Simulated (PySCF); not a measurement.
Electron correlation in Te²⁺ (tellurium, charge +2)

[Kr] 4d10 5s2 5p1 6s1, high-spin 3P determinant (an excited configuration). Calculation: PySCF 2.14, in aug-cc-pVTZ-DK3 (8s7p5d2f, 68 functions); scalar relativity by spin-free X2C-1e. Frozen: [Kr] 4d10; 4 electrons correlated.

| level | correlation energy (mhartree) |
| --- | --- |
| CCSD | -62.55 |
| (T) | -1.89 |
| CCSD(T) | -64.44 |

Diagnostics: T1 = 0.088, D1 = 0.2472, largest double amplitude 0.088.

The outer electron is Rydberg-like, and this basis confines it to a smaller radius and binds it less than a complete one would. T1 exceeds 0.03, a sign that the reference determinant is poor.

Cost of the coupled-cluster step: about 4 core-seconds, for 4 correlated electrons.
